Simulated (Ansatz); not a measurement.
The cluster TaSe₂⁺, relaxed as a triplet with UKS r2SCAN-D4/def2-TZVP in Ansatz, starting from the r2SCAN-D4/def2-TZVP geometry of the charge +1 singlet. Force threshold 0.02 eV/Å.

In the def2 sets Ta takes a core potential; there is no spin–orbit coupling. The relaxation made no stability test and no search for a lower SCF solution. At r2SCAN-D4/def2-TZVP a singlet of charge 1 lies 0.06 eV below the triplet, each at its own geometry. The structure comes from a short search, and lower isomers may exist.

Start:

```tsv
atom	x (Å)	y (Å)	z (Å)
Ta1	-0.582	-0.332	-0.619
Se2	1.638	-0.737	-0.472
Se3	-1.056	1.069	1.091
```

| step | energy (eV) | largest force component (eV/Å) | SCF passes |
| --- | --- | --- | --- |
| 1 | -132243.8653 | 1.619 | 21 |
| 2 | -132243.9754 | 1.481 | 34 |
| 3 | -132244.0360 | 0.031 | 33 |
| 4 | -132244.0363 | 0.010 | 26 |

Force components are those of the run's own axes.

End:

```xyz
3

Ta   -0.678   -0.387   -0.721
Se    1.571   -0.632   -0.354
Se   -0.893    1.020    1.075
```

By distances, no bond broke or formed. The bond that changes most is Ta1–Se3, from 2.26 to 2.29 Å (atoms count from 1).

No frequencies were taken in this run, so the end may be a saddle point.

Run time 12 s (4 threads of AMD EPYC 7B13 on a shared host).
